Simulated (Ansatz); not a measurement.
```yaml
crystal:
  periodic: [false, false, false]
  atoms:
    - {symbol: C, position_ang: [-1.890683, 0.076490, 0.814639]}
    - {symbol: Si, position_ang: [-0.047252, 0.364629, 0.823038]}
    - {symbol: S, position_ang: [1.204177, -1.404067, 0.822123]}
    - {symbol: B, position_ang: [1.189318, -0.211495, -0.540096]}
    - {symbol: N, position_ang: [1.852111, -0.125841, -1.751087]}
    - {symbol: H, position_ang: [-2.235815, -0.254801, 1.796811]}
    - {symbol: H, position_ang: [-2.416301, 1.002849, 0.566304]}
    - {symbol: H, position_ang: [-2.155656, -0.682112, 0.076630]}
    - {symbol: H, position_ang: [0.332844, 1.353298, 1.865893]}
    - {symbol: H, position_ang: [1.712061, 0.635272, -2.391375]}
    - {symbol: H, position_ang: [2.520596, -0.811223, -2.062079]}
basis:
  gaussian: {orbitals: def2-mTZVPP, fitting: {mean_field: def2-universal-jkfit}}
hamiltonian: {xc: {name: HF}}
correlation: {method: mp2, frozen_orbitals: {C: 0}}
scf: {lower_state_search: off}
output: {forces: true}
```

```sh
$ ansatz run in.yaml --threads 4 --pin off --events-out ev --progress --plain --max-ram 10444MiB
```

Shortened log:

```
Functional definition: HF
Error: "frozen_orbitals" has no count for Si
```

(1) What is wrong with this run?

Results:

(1) Frozen orbitals are typed for one element alone, and the program wants a count for each. The input was rejected before any iteration.
